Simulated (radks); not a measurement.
Coulomb parameter of the 5d shell of neutral mercury in the model configuration [Xe] 4f14 5d9 6s2 6p1, as a second difference U = [E(n + 0.25) + E(n - 0.25) - 2 E(n)] / (0.25)^2 with all orbitals relaxed. "Bare": the charge of the atom changes with n. "Screened": the 6p shell takes up the change at fixed total charge, which measures U(5d,5d) + U(6p,6p) - 2 U(5d,6p). All-electron calculation, scalar-relativistic Kohn-Sham, SCAN, spin-unpolarised, spherical densities, finite nucleus; meta-GGA in the generalised Kohn-Sham scheme; Fermi nuclear charge, rms radius 5.4648 fm. Program: a radial shooting solver on a logarithmic mesh with Libxc functionals.

| case | configuration | E - E(n) (eV) |
|---|---|---|
| start | [Xe] 4f14 5d9 6s2 6p1 | 0.000 |
| bare +0.25 | [Xe] 4f14 5d9.25 6s2 6p1 | -3.316 |
| bare -0.25 | [Xe] 4f14 5d8.75 6s2 6p1 | 3.975 |
| screened +0.25 | [Xe] 4f14 5d9.25 6s2 6p0.75 | -2.949 |
| screened -0.25 | [Xe] 4f14 5d8.75 6s2 6p1.25 | 3.127 |

U(bare) = 10.537 eV, U(screened by 6p) = 2.857 eV, against the Slater integral F0(5d,5d) = 17.086 eV with frozen orbitals. The step up makes a negative ion, whose loosely bound charge lowers the bare value.
